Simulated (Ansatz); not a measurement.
The same hydrogenolysis along the group C, Si, Ge, Sn.

Program: Ansatz. Geometries: PBE0-D4/def2-TZVP. ΔE: electronic, gas phase. CCSD(T)/CBS adds triple-zeta CCSD(T) − MP2 to the extrapolated MP2 energy (def2 sets, frozen cores). This one scheme is used for every species. DFT in def2-TZVPP. B3LYP here is the variant with VWN-RPA as its local correlation; programs differ in this. def2 core potentials past Kr. For Br, Ge, Sn outer-core shells are correlated without core-valence functions, which leaves a few kJ/mol of doubt a bond. Scalar relativity is left out up to krypton.

```csv
reaction,B3LYP-D4 (kcal/mol),MP2/CBS(def2) (kcal/mol),CCSD(T)/CBS(def2) (kcal/mol)
`CBr` + H₂ → CH₄ + HBr,-20.0,-19.1,-20.0
`[SiH3]Br` + H₂ → SiH₄ + HBr,15.8,19.7,17.1
`[GeH3][Br]` + H₂ → GeH₄ + HBr,14.0,16.2,14.0
`[Br][SnH3]` + H₂ → `[SnH4]` + HBr,20.3,24.2,21.7
```

Largest T1 diagnostic: 0.013, for `[SnH4]`.
